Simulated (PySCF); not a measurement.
Electron correlation in Nb (niobium, neutral)

[Kr] 4d3 5s1 5p1, one real determinant (an excited configuration). Computed with PySCF 2.14 in aug-cc-pwCVDZ-PP with ECP28MDF (6s6p5d3f, 70 functions), with scalar relativity through the core potential. Frozen: 4s2 4p6; 5 electrons correlated.

```json
{"level": "CCSD", "correlation energy (mhartree)": "-40.44"}
{"level": "(T)", "correlation energy (mhartree)": "-1.06"}
{"level": "CCSD(T)", "correlation energy (mhartree)": "-41.50"}
```

Diagnostics: T1 = 0.011, D1 = 0.0297, largest double amplitude 0.068.

The real determinant used has ⟨L²⟩ near 14 against 20 for a pure G term, so it mixes terms.

Cost of the coupled-cluster step: about 8 core-seconds, for 5 correlated electrons.

The reference is one real determinant that mixes LS terms of this configuration.
